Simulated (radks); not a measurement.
Values are calculated unless marked as measured or tabulated.
Species: Er2+. Configuration: [Xe] 4f12.

Code: a radial shooting solver on a logarithmic mesh with Libxc functionals. Model: Dirac Kohn-Sham, LDA (Slater exchange, VWN5 correlation), spin-unpolarised, spherical densities, point nucleus; open shells fill j = l - 1/2 first.

Energy parts (hartree):
| part | energy |
|---|---|
| total | -13090.8108 |
| kinetic | 14448.2633 |
| electron-nucleus | -32367.1462 |
| Hartree | 5098.7205 |
| exchange-correlation | -270.6483 |

Orbitals (lengths in bohr, moments of r in powers of bohr):
| orbital | occ. | eigenvalue (hartree) | <r> | small-component weight |
|---|---|---|---|---|
| 1s1/2 | 2 | -2104.698 | 0.02038 | 6.47e-02 |
| 2s1/2 | 2 | -353.8556 | 0.08594 | 1.44e-02 |
| 2p1/2 | 2 | -337.1682 | 0.07149 | 1.45e-02 |
| 2p3/2 | 4 | -303.5097 | 0.07877 | 1.33e-02 |
| 3s1/2 | 2 | -79.66456 | 0.2251 | 4.65e-03 |
| 3p1/2 | 2 | -72.32971 | 0.2148 | 4.60e-03 |
| 3p3/2 | 4 | -65.26292 | 0.2285 | 4.26e-03 |
| 3d3/2 | 4 | -52.67966 | 0.2013 | 4.15e-03 |
| 3d5/2 | 6 | -51.13381 | 0.2056 | 4.05e-03 |
| 4s1/2 | 2 | -16.11283 | 0.5084 | 1.50e-03 |
| 4p1/2 | 2 | -13.18333 | 0.5173 | 1.42e-03 |
| 4p3/2 | 4 | -11.58636 | 0.5491 | 1.29e-03 |
| 4d3/2 | 4 | -6.75794 | 0.5778 | 1.11e-03 |
| 4d5/2 | 6 | -6.46788 | 0.5891 | 1.07e-03 |
| 5s1/2 | 2 | -2.44277 | 1.252 | 3.03e-04 |
| 5p1/2 | 2 | -1.64957 | 1.411 | 2.37e-04 |
| 5p3/2 | 4 | -1.44914 | 1.521 | 2.05e-04 |
| 4f5/2 | 6 | -0.67204 | 0.8102 | 6.40e-04 |
| 4f7/2 | 6 | -0.63206 | 0.8293 | 6.23e-04 |

The highest occupied level is 4f7/2 at -17.199 eV. For comparison, the ionisation energy in NIST's Atomic Spectra Database is 22.70 eV (semi-empirical). In exact Kohn-Sham theory the highest level is minus the ionisation energy, but local and semilocal functionals leave it too shallow, through self-interaction and a potential that decays too fast; potentials with the right tail come closer. The density falls to 0.001 e/bohr^3 at r = 3.34 bohr.

Beside tabulated values, note that spin-unpolarised runs miss the spin-polarisation part of the exchange energy of open shells.
